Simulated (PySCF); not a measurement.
Input file for PySCF: R-HF/3-21G on Sb2, a point of a bond scan (R = 2.986 Å).

```python
from pyscf import gto, scf, dft, mp
from pyscf.data.elements import chemcore

mol = gto.M(
    atom='''
    Sb   -0.00000000   -0.00000000   -1.24399440
    Sb    0.00000000    0.00000000    1.74159216
    ''',
    basis='3-21g',
    charge=0, spin=0, verbose=3, max_memory=1800)
mf = scf.RHF(mol)
mf.conv_tol = 1e-8
mf.max_cycle = 100
mf.kernel()
if not mf.converged:
    mf = mf.newton().run(mf.mo_coeff, mf.mo_occ)
```

Question: Predict the final total energy.

Answer: -12571.2931 hartree.
